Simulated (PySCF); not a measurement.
```xyz
3
charge 0 multiplicity 4, angstrom
As    0.0000    0.0000   -0.3079
N     1.3707    0.0000    0.8238
N    -1.3707    0.0000    0.8238
```

Computed with PySCF, UPBE0, basis As def2-TZVP, N def2-TZVP (no relativity, density fitting).

This geometry of AsN₂ is a stationary point at this level.

Problem. What is the point group?

Solution. C2v.

Problem. Is it a minimum?

Solution. Yes: all harmonic wavenumbers are real.

Problem. What are the dipole moment and the gap between the highest occupied and lowest empty levels of either spin?

Solution. 1.96 D and 4.51 eV.

Problem. Give the atomic charges and bond orders.

Solution. 
```json
{"atom": "As1", "Mulliken": "0.39", "Löwdin": "0.44", "polar tensor": "-0.01", "spin (Mulliken)": "-0.49", "Mayer order to As1": "–"}
{"atom": "N2,3", "Mulliken": "-0.20", "Löwdin": "-0.22", "polar tensor": "0.01", "spin (Mulliken)": "1.74", "Mayer order to As1": "1.45"}
```

The determinant is spin-contaminated (⟨S²⟩ = 3.95, pure value 3.75). Other isomers or separated fragments may lie lower.
